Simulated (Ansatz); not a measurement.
C3H11NO3Ti, SMILES `C[O][Ti]([NH2])([O]C)[O]C`, relaxed with RKS PBE-D4/def2-SVP in Ansatz 0.2.0 from a rough embedded geometry. The force threshold is 0.03 eV/Å; the program also tests the step.

Charge 0, multiplicity 1.

Start:

```xyz
19

C    -1.139    1.873    0.916
O    -0.398    1.568   -0.293
Ti    0.065   -0.326   -0.131
N     1.189   -0.987   -1.658
O     1.064   -0.630    1.552
C     2.310    0.017    1.355
O    -1.592   -1.431   -0.011
C    -2.197   -1.242   -1.244
H    -1.439    2.954    0.843
H    -0.402    1.814    1.768
H    -1.941    1.221    1.015
H     1.693   -1.809   -1.393
H     1.962   -0.181   -1.881
H     2.826    0.190    2.325
H     2.916   -0.592    0.693
H     2.156    1.011    0.905
H    -3.169   -1.723   -1.264
H    -1.552   -1.615   -2.068
H    -2.353   -0.114   -1.427
```

Question: How much energy does the relaxation release, and in how many steps? (An estimate is asked.)

Answer: Ansatz gave: 202.49 kJ/mol, in 38 steps, 4 of them rejected.

Question: Which bonds change most? (An estimate is asked.)

Answer: Ansatz gave: Ti3–O7 from 1.995 to 1.798 Å; Ti3–O5 from 1.981 to 1.809 Å; O2–Ti3 from 1.957 to 1.800 Å; N4–H13 from 1.140 to 1.026 Å.

Question: Give the relaxed structure. (An estimate is asked.)

Answer: Computed: 
```xyz
19

C    -0.969    2.579    0.551
O    -0.680    1.566   -0.365
Ti    0.109   -0.048   -0.478
N     1.495    0.007   -1.767
O     0.874   -0.330    1.137
C     2.134   -0.550    1.696
O    -0.998   -1.406   -0.880
C    -2.243   -2.029   -0.870
H    -0.565    3.557    0.200
H    -0.529    2.364    1.553
H    -2.070    2.701    0.677
H     1.769   -0.779   -2.365
H     1.997    0.853   -2.057
H     2.185   -1.549    2.188
H     2.936   -0.506    0.921
H     2.364    0.215    2.474
H    -2.381   -2.648    0.048
H    -2.350   -2.707   -1.749
H    -3.079   -1.291   -0.913
```
